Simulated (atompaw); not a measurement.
# An all-electron radial function and its pseudo partner (zirconium (Zr))

Columns: radius, all-electron u(r) and pseudo u(r) of the 4s shell (level -57.65 eV) of zirconium in the configuration [Ar] 3d10 4s2 4p6 4d2 5s1.5 5p0; PBEsol, scalar-relativistic, PAW (atompaw) scheme, atompaw 4.2.0.5.

```
r (bohr)  all-electron  pseudo
   0.102        0.3531  0.1927
   0.204       -0.0854  0.3790
   0.306       -0.5255  0.5527
   0.408       -0.4838  0.7084
   0.510       -0.1573  0.8413
   0.612        0.2362  0.9481
   0.713        0.5751  1.0256
   0.815        0.8232  1.0745
   0.917        0.9741  1.0942
   1.019        1.0421  1.0863
   1.121        1.0466  1.0539
   1.223        1.0070  1.0007
   1.325        0.9392  0.9312
   1.427        0.8560  0.8507
   1.529        0.7663  0.7640
   1.631        0.6765  0.6758
   1.733        0.5906  0.5905
   1.835        0.5110  0.5110
   1.937        0.4388  0.4388
   2.038        0.3751  0.3751
   2.140        0.3185  0.3185
   2.242        0.2694  0.2694
   2.344        0.2269  0.2269
   2.446        0.1906  0.1906
   2.548        0.1597  0.1597
   2.650        0.1335  0.1335
```

(1) How many radial nodes do the two functions have?

(2) At about which radius was the pseudo-wave matched?

(3) Is the pseudo-wave norm-conserving?

## Answers

(1) The all-electron 4s function has n − l − 1 = 3 (the table is too coarse to show those close to the nucleus); the pseudo-wave has 0, since the states of the same l below it are removed with the core.

(2) 1.85 bohr. The columns agree to 0.0005 from 1.73 bohr on; several derivatives are matched, so the curves merge somewhat inside the radius.

(3) No, it belongs to a PAW set: the norm inside the radius is not constrained, and the difference is carried by the augmentation charge.
